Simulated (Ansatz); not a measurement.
Dissociation curve of SMILES [CH3][Bi]([CH3])[CH3] (C3H9Bi). The C2–H13 bond (C2 also carries Bi, H, H; H13 carries nothing else) is varied alone, starting from the PBE0/def2-SVP, def2 effective core potentials past Kr optimised geometry.

- RKS-PBE = restricted PBE/def2-SVP, def2 effective core potentials past Kr run with Ansatz (a program for electronic structure)
- UKS-PBE = unrestricted PBE/def2-SVP, def2 effective core potentials past Kr run with Ansatz
- RKS-PBE0 = restricted PBE0/def2-SVP, def2 effective core potentials past Kr in Ansatz
- UKS-PBE0 = unrestricted PBE0/def2-SVP, def2 effective core potentials past Kr in Ansatz

Energies relative to the lowest point of each curve near equilibrium, in kJ/mol; the last columns give the difference from UKS-PBE0:

```
R / Å  RKS-PBE  UKS-PBE  RKS-PBE0  UKS-PBE0  RKS-PBE − UKS-PBE0  UKS-PBE − UKS-PBE0  RKS-PBE0 − UKS-PBE0
-----  -------  -------  --------  --------  ------------------  ------------------  -------------------
0.90     102.5    102.5      98.3      98.3                 4.2                 4.2                  0.0
0.96      45.4     45.4      42.2      42.2                 3.2                 3.2                  0.0
1.03      10.7     10.7       9.1       9.1                 1.7                 1.7                  0.0
1.06       3.7      3.7       2.7       2.7                 1.0                 1.0                  0.0
1.10       0.0      0.0       0.0       0.0                 0.0                 0.0                  0.0
1.13       0.7      0.7       1.5       1.5                -0.8                -0.8                  0.0
1.17       5.3      5.3       7.2       7.2                -1.8                -1.8                  0.0
1.25      24.2     24.2      28.3      28.3                -4.1                -4.1                  0.0
1.32      47.7     47.7      53.9      53.9                -6.2                -6.2                  0.0
1.45     100.2    100.2     110.5     110.5               -10.4               -10.4                  0.0
1.61     169.4    169.4     185.2     185.2               -15.7               -15.7                  0.0
1.80     247.7    247.7     270.1     270.1               -22.4               -22.4                  0.0
2.02     326.8    326.8     356.8     356.7               -29.9               -29.9                  0.2
2.33     415.0    410.2     455.6     426.5               -11.6               -16.3                 29.1
2.67     484.7    449.5     536.3     456.0                28.7                -6.5                 80.4
3.21     553.7    467.5     620.6     469.6                84.1                -2.2                151.0
```

RKS-PBE is furthest from UKS-PBE0 at 3.21 (84.1 kJ/mol, above); its mean absolute difference over the points is 14.1 kJ/mol.

UKS-PBE is furthest from UKS-PBE0 at 2.02 (-29.9 kJ/mol, below); its mean absolute difference over the points is 7.9 kJ/mol.

RKS-PBE0 is furthest from UKS-PBE0 at 3.21 (151.0 kJ/mol, above); its mean absolute difference over the points is 16.3 kJ/mol.

The restricted form behind RKS-PBE, RKS-PBE0 keeps the bonding electrons paired and can't separate into open-shell fragments. The unrestricted solution behind UKS-PBE changes between 2.33 and 2.67 Å, which can leave a kink. The unrestricted determinant behind UKS-PBE is spin-contaminated at 2.33 to 3.21 Å (<S²> up to 1.0, against 0.00 for a pure singlet). The unrestricted determinant behind UKS-PBE0 is spin-contaminated at 2.02 to 3.21 Å (<S²> up to 1.0, against 0.00 for a pure singlet).
